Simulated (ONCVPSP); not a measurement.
## lanthanum: one change to an ONCV potential, before and after

ONCVPSP 4.0.1 input, shortened (lines: element, Z, core and valence counts, functional; n l f; lmax; l rc ep ncon nbas qcut; lloc lpopt rc5 dvloc0; l nproj debl; icmod fcfact rcfact), PBEsol, scalar-relativistic:

```
  La 57.00    9    4  -116133      upf
    1    0    2.00
    2    0    2.00
    2    1    6.00
    3    0    2.00
    3    1    6.00
    3    2   10.00
    4    0    2.00
    4    1    6.00
    4    2   10.00
    5    0    2.00
    5    1    6.00
    5    2    1.50
    6    0    1.50
    3
    0    2.70    0.00    5    8    5.00
    1    2.85    0.00    5    8    4.40
    2    2.90    0.00    4    8    3.00
    3    2.95    0.12    4    7    4.30
    4    5    2.35    4.00
    0    2    0.60
    1    1    3.50
    2    1    0.70
    3    2    2.10
    0    0.00    0.00
```

In the f channel the program set the typed energies aside and used -0.130, 1.970 Ha.

All-electron outer shells of the reference configuration (PBEsol, scalar-relativistic, ld1.x):

```
shell  level (eV)  outermost node (bohr)  outermost maximum (bohr)
   5s      -38.12                   0.77                      1.41
   5p      -21.63                   0.83                      1.58
   6s       -3.42                   1.87                      3.88
   5d       -2.60                   0.95                      2.24
```

Change: all radii scaled by about 1.18 (s 3.18, p 3.36, d 3.42, f 3.48 bohr); local potential polynomial inside 2.76 bohr (lpopt 5, dvloc0 4 Ha).

Cutoffs: the cutoffs (Ha) at which the residual kinetic energy of the hardest occupied pseudo-wave falls to 1 and 0.1 mHa per electron; they do not see the model core or the augmentation charge, which bear on the density cutoff. Errors are all-electron minus pseudo energies relative to the spin-unpolarised reference configuration.

Task: Predict the effect on cutoff, ghosts and configuration errors.

Result: The potential gets softer (8.9 Ha and 24 Ha → 7.0 Ha and 16 Ha); of the 4 tests that both files solve, the error grows in 3 and shrinks in 0 by more than 15 % and 0.3 meV (median size 1.8 → 5.8 meV); neither file shows a bound ghost. A larger radius leaves more room for a smooth pseudo-wave, so fewer plane waves are needed. More of the atom is replaced by a form fitted at one configuration, so other configurations suffer.

```csv
quantity,base,changed
"cutoff, loose",8.9 Ha,7.0 Ha
"cutoff, tight",24 Ha,16 Ha
loose cutoff by channel,"s 8.9 Ha, p 4.8 Ha, d 6.1 Ha","s 7.0 Ha, p 5.1 Ha, d 4.4 Ha"
bound ghosts,none,none
GHOST(+) flags under 300 eV,none,none
"error for 5s2 5p6 5d1 6s2, meV [ΔE -0.35 eV]",+0.8,+2.6
"error for 5s2 5p6 5d1 6s1, meV [ΔE 5.64 eV]",+0.1,+0.4
"error for 5s2 5p6 5d1 6s0, meV [ΔE 16.49 eV]",-2.7,-8.9
"error for 4f1 5s2 5p6 5d0 6s1, meV [ΔE 5.87 eV]",+1404,+1527
```

Base: The cutoffs count occupied waves only; projector 2 of the f channel, the hardest unoccupied one, needs 33 Ha at the loose tolerance. These tests converged, but a pseudo level misses the all-electron one widely, so the file describes the atom poorly there or has found another state: 4f1 5s2 5p6 5d0 6s1: 4f by 2.6 eV. Changed file: The cutoffs count occupied waves only; projector 2 of the f channel, the hardest unoccupied one, needs 22 Ha at the loose tolerance. These tests converged, but a pseudo level misses the all-electron one widely, so the file describes the atom poorly there or has found another state: 4f1 5s2 5p6 5d0 6s1: 4f by 3.0 eV.
